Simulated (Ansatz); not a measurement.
Consider the ligand exchange at the In–C bond: `CC(C)(C)[CH2][In]([Cl])[Cl]` + `[SiH3]N[SiH3]` → `[SiH3][N]([SiH3])[In]([Cl])[Cl]` + `CC(C)(C)C`.

Program: Ansatz. Geometries: PBE0-D4/def2-TZVP. ΔE: electronic, gas phase. CCSD(T)/CBS is the MP2 limit (def2-TZVPP, def2-QZVPP) plus CCSD(T) − MP2 in def2-TZVPP, frozen cores. This one scheme is used for every species. DFT in def2-TZVPP. def2 core potentials past Kr. For In outer-core shells are correlated without core-valence functions, which leaves a few kJ/mol of doubt a bond. One conformer a species, not always the lowest.

```
                          species  r2SCAN0 energy (Eh)
    `CC(C)(C)[CH2][In]([Cl])[Cl]`          -1307.74593
                  `[SiH3]N[SiH3]`           -637.92261
`[SiH3][N]([SiH3])[In]([Cl])[Cl]`          -1747.97696
                      `CC(C)(C)C`           -197.70058
```

(1) Work out ΔE.

Largest T1 diagnostic among the species: 0.013.

Results:

(1) ΔE = (-1747.97696) + (-197.70058) − (-1307.74593) − (-637.92261) = -0.00900 Eh = -23.6 kJ/mol. CCSD(T)/CBS gives -28.1 kJ/mol.

In def2-TZVPP, CCSD(T) changes the Hartree–Fock value by +10.1 kJ/mol (the triples alone add +0.2 kJ/mol) and MP2 by +12.4 kJ/mol. At CCSD(T), def2-SVP lies −8.1 kJ/mol from the extrapolated value and def2-TZVPP +1.5 kJ/mol. Leaving LDA and LC-ωPBE aside and taking each functional with its dispersion term where it has one, the values, not all of them listed here, spread over 11.3 kJ/mol, from BHLYP-D4 to PBE-D4. LDA lies +5.2 kJ/mol from PBE without D4.
